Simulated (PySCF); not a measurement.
# How methods differ on the excitation energy of Ge

Ge [Ar] 3d10 4s2 4p2 (3P) → Ge [Ar] 3d10 4s1 4p3 (5S), as a difference of total energies. Computed with PySCF 2.14 in aug-cc-pVTZ-DK, with the spin-free X2C one-electron Hamiltonian (Gaussian nucleus). Correlated levels: valence: [Ar] 3d10 frozen. The calculations carry no spin-orbit coupling.

```csv
method,excitation energy (eV)
UHF,3.493
MP2 (valence),4.360
SCS-MP2 (valence),4.760
CCSD (valence),4.582
CCSD(T) (valence),4.623
```

Question: How much does correlation contribute at CCSD(T) (valence)?

Answer: 4.623 − (3.493) = 1.130 eV, measured against UHF.

Errors of the correlated levels include the incompleteness of this basis and the frozen core.

For comparison: 5.078 eV (measured; NIST levels, between the centres of gravity of the two terms).
